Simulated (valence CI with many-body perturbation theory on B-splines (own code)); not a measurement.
# Sensitivity of CI+MBPT for Yb XLVIII

Calculated by valence CI with perturbative core correlation (CI+MBPT): five valence electrons over a frozen Dirac-Fock core [Ar], a basis of 6 s, 6 p, 5 d, 5 f, 1 g functions for each j, with the one-electron correlation potential Σ1 (screened to all orders), the two-electron term Σ2, the three-electron term Σ3, Breit, model QED; selected single and double excitations, second order for the rest, scaled by the run's own slope (own B-spline code, finite nucleus).

No measured spectrum was set against this ion. As an estimate, large intervals hold to a few tenths of a per cent, small ones and those within an open d or f shell to about a per cent. Among the levels kept, up to 370 cm⁻¹ of a level comes from second order outside the variational space, and about a tenth of that is noise between levels of different J, which matters for small intervals. Only levels of the ground parity were solved; by the run's estimate the other parity begins above the list, which can be wrong where configurations are misplaced.

The reference run has the lowest level (3d3/2^4 3d5/2) J=5/2 and an ionisation energy of 4051.07 eV. Its largest variational space holds 10000 state functions.

Levels are named by their leading jj configuration (3d3/2^4 stands for four electrons in 3d with j = 3/2), which in mixed levels can hold well under half, so a name can repeat and another be missing. Letters in brackets count levels of one name in rising energy.

Changed runs:
A. scale of Σ1 1 → 0; scale of Σ2 1 → 0; three-electron term on → off
B. selection threshold (hartree) 2e-08 → 2e-07
C. scale of Σ1 1 → 0; scale of Σ2 1 → 0; three-electron term on → off; highest l with Σ1, explicit Σ2 and valence Breit (higher l get mean screening factors) 3 → 1
D. scale of Σ1 1 → 0 (bad on purpose)

Excitation energies of the reference run in cm⁻¹, and shifts in cm⁻¹:

```
                      Level  Reference       A     B       C      D
(3d3/2^3 3d5/2^2) J=5/2 [a]     344270   -8547     0  -10340  -1759
(3d3/2^3 3d5/2^2) J=7/2 [a]     434190   -5909     0   -3099  -1775
   (3d3/2^3 3d5/2^2) J=11/2     445135   -7919     0   +4634  -1774
(3d3/2^3 3d5/2^2) J=3/2 [a]     446727   -3306     0   -6435  -1801
    (3d3/2^3 3d5/2^2) J=9/2     484582   -5818     0    +974  -1832
(3d3/2^3 3d5/2^2) J=5/2 [b]     510269   -3230     0    -971  -1891
    (3d3/2^3 3d5/2^2) J=1/2     532851   -1860  -3.0   -3966  -1980
(3d3/2^3 3d5/2^2) J=7/2 [b]     546178   -1389     0   +1577  -1864
(3d3/2^3 3d5/2^2) J=3/2 [b]     664636    -749     0   -4671  -2108
(3d3/2^2 3d5/2^3) J=5/2 [a]     772176  -11983     0  -15608  -3492
(3d3/2^2 3d5/2^3) J=7/2 [a]     835148  -10977     0   -9546  -3585
   (3d3/2^2 3d5/2^3) J=11/2     839854  -14014     0   -3533  -3573
     Ionisation energy (eV)    4051.07  -13.18     0  -13.02  -2.28
```
